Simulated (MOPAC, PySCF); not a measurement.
C2H6Si, SMILES `C1C[SiH2]1`, neutral singlet in the gas phase. 

Cartesian coordinates (Å):
SMILES: C1C[SiH2]1
```xyz
9

C     -0.5439    -0.7838    -0.1254
C     -0.6030     0.7219     0.2044
Si     1.0988     0.0598    -0.0752
H     -0.8143    -1.4635     0.6759
H     -0.9562    -1.0818    -1.0837
H     -0.9103     0.9828     1.2116
H     -1.0521     1.3609    -0.5487
H      1.7960     0.3646    -1.3419
H      1.9884    -0.1591     1.0843
```
Charge 0, spin multiplicity 1.

All levels are single points at this geometry (PBE0-D3(BJ)/def2-TZVP); Pople sets use spherical d functions. Orbital energies aren't observables, and empty levels follow the basis.

PBE/6-31G* in PySCF gives gap (eV) = 5.58.

Q: Estimate the gap (eV) from each of these levels: PBE-D3(BJ)/def2-TZVP in PySCF; PBE0-D3(BJ)/def2-TZVP in PySCF; B3LYP/3-21G in PySCF; B3LYP/LANL2DZ in PySCF; BP86/6-31G* in PySCF; M06-2X/6-31G* in PySCF; SVWN5/6-31G* in PySCF; HF/3-21G in PySCF; HF/6-31G* in PySCF; AM1 in MOPAC; PM3 in MOPAC; PM7 in MOPAC.

A: 
```csv
level,gap (eV)
PBE-D3(BJ)/def2-TZVP in PySCF,5.31
PBE0-D3(BJ)/def2-TZVP in PySCF,7.23
B3LYP/3-21G in PySCF,7.60
B3LYP/LANL2DZ in PySCF,7.45
BP86/6-31G* in PySCF,5.63
M06-2X/6-31G* in PySCF,9.37
SVWN5/6-31G* in PySCF,5.54
HF/3-21G in PySCF,13.74
HF/6-31G* in PySCF,13.24
AM1 in MOPAC,10.61
PM3 in MOPAC,9.54
PM7 in MOPAC,10.33
```
